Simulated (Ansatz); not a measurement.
This geometry of AlH₆OPSi (10 atoms, charge 0, multiplicity 1) is a first-order saddle point.

Level of theory: Ansatz 0.2.0, RKS B3LYP/6-31G*.

```xyz
10
Properties=species:S:1:pos:R:3
O -1.648 1.318 -0.037
P -0.895 0.041 0.825
Al 1.322 0.712 1.143
Si -0.410 -1.303 -0.940
H -1.382 2.181 0.316
H 1.655 2.264 1.012
H 2.384 -0.353 1.654
H -1.678 -1.740 -1.579
H 0.434 -0.683 -2.002
H 0.301 -2.489 -0.389
```

(1) Which two structures does it join? (They come from a converged band through this point; their orientation in space is the band's.)

(2) How far does it lie above each of them?

## Answers

(1) No bond is made or broken. The dihedral H5–O1–P2–Si4 goes from 112 to -65°.

First end point:

```xyz
10
Properties=species:S:1:pos:R:3
O -1.275 1.584 -0.115
P -0.728 0.201 0.738
Al 1.475 0.771 1.232
Si -0.425 -1.282 -0.955
H -2.202 1.732 0.128
H 1.922 2.293 1.282
H 2.437 -0.420 1.661
H -1.749 -1.622 -1.540
H 0.446 -0.802 -2.066
H 0.182 -2.506 -0.363
```

Last end point:

```xyz
10
Properties=species:S:1:pos:R:3
O -1.659 1.388 0.232
P -0.774 0.069 0.836
Al 1.398 0.767 1.307
Si -0.510 -1.290 -0.960
H -1.167 1.900 -0.428
H 1.738 2.321 1.331
H 2.432 -0.352 1.758
H -1.830 -1.852 -1.351
H 0.051 -0.606 -2.163
H 0.403 -2.396 -0.559
```

(2) 0.120 eV above the first and 0.058 eV above the second. This is the barrier of this one path; another mechanism may lie lower.

Run time: 4.4 min on 1 thread of AMD EPYC 9R45 96-Core Processor (Zen 5), with other jobs on the host, peak memory 0.21 GiB.
